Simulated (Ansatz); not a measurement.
Consider the silylene formation by 1,1-elimination: `[NH2][GaH][SiH2]C=O` → `[NH2][GaH][CH]=O` + `[SiH2]`.

Gas-phase electronic energies from Ansatz, PBE0-D4/def2-TZVP geometries. CCSD(T)/CBS is the MP2 limit (def2-TZVPP, def2-QZVPP) plus CCSD(T) − MP2 in def2-TZVPP, frozen cores. This one scheme is used for every species. Functionals use def2-TZVPP. B3LYP here is the variant with VWN-RPA as its local correlation; programs differ in this. For Ga outer-core shells are correlated without core-valence functions, which leaves a few kJ/mol of doubt a bond. Scalar relativity is left out up to krypton. Each species was taken in one conformer, which may not be the lowest.

| level | ΔE (kJ/mol) |
| --- | --- |
| B3LYP-D4 | 257.8 |
| CCSD(T)/def2-TZVPP | 250.7 |

Question: What does CCSD(T)/CBS give? (An estimate is asked.)

Answer: Computed: +259.9 kJ/mol. The listed levels differ from it by -2.1, -9.2 kJ/mol.

Largest T1 diagnostic among the species: 0.016.

The D4 term adds +11.8 kJ/mol with B3LYP and +6.6 kJ/mol with PBE0; it sums over pairs of atoms, weighted by their polarisabilities, and B3LYP, whose exchange is more repulsive, gets the larger term. In def2-TZVPP, CCSD(T) changes the Hartree–Fock value by +17.6 kJ/mol (the triples alone add +5.6 kJ/mol) and MP2 by +33.5 kJ/mol. From PBE to PBE0 (25 % exact exchange), in def2-TZVPP and without D4, ΔE moves by +4.9 kJ/mol.
